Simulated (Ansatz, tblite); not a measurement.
Forces on (H2Ga-mu-PSiH3)2 (Ga2Si4P2H16) at its r2SCAN-D4/def2-SVP geometry. The state is a singlet with charge 0.

The xTB rows come from tblite. B3LYP takes the VWN-RPA correlation.

GFN1-xTB (tblite), largest force 0.97 eV/Å:

```xyz
24
positions Å, forces eV/Å
Ga   -0.009    0.378   -1.763    0.002   -0.010    0.031
H     0.754   -0.606   -2.708   -0.093    0.168   -0.111
H    -0.777    1.660   -2.223    0.092   -0.107   -0.166
P     1.386    0.899    0.174    0.806    0.522    0.107
Si    3.496    0.146    0.006   -0.341    0.305    0.065
Si    1.482    3.087    0.671    0.158   -0.424   -0.097
Ga    0.010   -0.376    1.737   -0.002    0.006   -0.020
H     0.776   -1.660    2.194   -0.091    0.109    0.170
H    -0.750    0.607    2.687    0.093   -0.170    0.112
P    -1.387   -0.895   -0.197   -0.810   -0.518   -0.108
Si   -1.484   -3.090   -0.660   -0.156    0.425    0.095
Si   -3.495   -0.143   -0.004    0.343   -0.303   -0.080
H     3.419   -1.302   -0.336    0.186    0.486    0.117
H     4.209    0.330    1.304   -0.114   -0.163   -0.540
H     4.221    0.888   -1.067   -0.120   -0.387    0.411
H     2.186    3.283    1.973   -0.300    0.112   -0.478
H     2.209    3.828   -0.402   -0.311   -0.110    0.473
H     0.078    3.576    0.770    0.533   -0.019    0.000
H    -2.187   -3.311   -1.958    0.299   -0.099    0.480
H    -0.079   -3.580   -0.749   -0.533    0.018   -0.003
H    -2.210   -3.811    0.427    0.310    0.098   -0.477
H    -4.165   -0.798    1.158    0.097    0.348   -0.442
H    -3.417    1.329    0.213   -0.186   -0.497   -0.064
H    -4.262   -0.438   -1.250    0.137    0.209    0.524
```

GFN2-xTB (tblite), largest force 0.98 eV/Å:

```
Ga 0.003 -0.053 0.230
H -0.067 0.103 0.004
H 0.066 -0.094 -0.035
P 0.815 0.525 0.115
Si 0.507 -0.312 -0.072
Si -0.104 0.574 0.133
Ga -0.003 0.052 -0.235
H -0.067 0.098 0.037
H 0.068 -0.106 -0.005
P -0.818 -0.526 -0.102
Si 0.106 -0.576 -0.119
Si -0.505 0.314 0.068
H -0.019 0.354 0.083
H -0.325 0.009 -0.332
H -0.330 -0.139 0.300
H -0.183 -0.194 -0.379
H -0.191 -0.345 0.252
H 0.328 -0.151 -0.033
H 0.183 0.204 0.375
H -0.328 0.151 0.028
H 0.189 0.338 -0.259
H 0.309 0.116 -0.321
H 0.019 -0.360 -0.055
H 0.346 0.019 0.321
```

B3LYP-D4/def2-TZVP (Ansatz), largest force 0.22 eV/Å:

```
Ga 0.000 0.007 -0.030
H 0.030 -0.034 -0.055
H -0.030 0.054 -0.035
P 0.169 0.111 0.026
Si 0.105 -0.029 -0.007
Si 0.013 0.104 0.024
Ga 0.001 -0.008 0.032
H 0.029 -0.052 0.036
H -0.029 0.033 0.055
P -0.170 -0.111 -0.020
Si -0.011 -0.104 -0.022
Si -0.104 0.029 0.007
H 0.009 0.210 0.051
H -0.101 -0.029 -0.190
H -0.103 -0.111 0.155
H -0.103 -0.024 -0.190
H -0.108 -0.104 0.156
H 0.203 -0.072 -0.015
H 0.102 0.029 0.188
H -0.204 0.072 0.012
H 0.106 0.101 -0.158
H 0.094 0.096 -0.171
H -0.009 -0.215 -0.029
H 0.110 0.048 0.180
```
